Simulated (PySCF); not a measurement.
Zero-point energy (kcal/mol) of eight silicon and germanium compounds: PBE-D3(BJ) beside B3LYP-D3(BJ), computed with PySCF for isolated molecules in the bases named; differences from unrounded values. The eight are the first of their class met in an unordered collection, after screening for sound electronic states; none was chosen by its value. Each level has its own optimised geometry.

```
molecule                                     basis  B3LYP-D3(BJ)  PBE-D3(BJ)  difference
----------------------------------------  --------  ------------  ----------  ----------
CH7ClFNSi2, SMILES CN[SiH2][Si@@H](F)Cl   def2-SVP         53.51       51.98       -1.54
H9N3Si2, SMILES N[SiH2]N[SiH2]N           def2-SVP         64.74       63.02       -1.72
C3H7NOSi, SMILES C1=CO[SiH2]NC1           def2-SVP         62.38       60.54       -1.84
H7NOSi2, SMILES [SiH3]O[SiH2]N            def2-SVP         45.87       44.56       -1.31
CH10N2Si2, SMILES NC[SiH2][SiH2]N         def2-SVP         71.64       69.77       -1.87
C₄H₆Ge, SMILES C#C[C](=C)[GeH3]           def2-SVP         46.79       45.40       -1.39
C2H4ClNSi, SMILES N#CC[SiH2]Cl            def2-SVP         34.45       33.41       -1.04
CH₅ClF₂Si₂, SMILES [SiH2](Cl)[Si@H](CF)F  def2-SVP         38.28       37.06       -1.22
```

PBE-D3(BJ) lies below B3LYP-D3(BJ) in 8 and above it in 0 of the eight; the mean signed difference is -1.49 and the largest -1.87 kcal/mol.
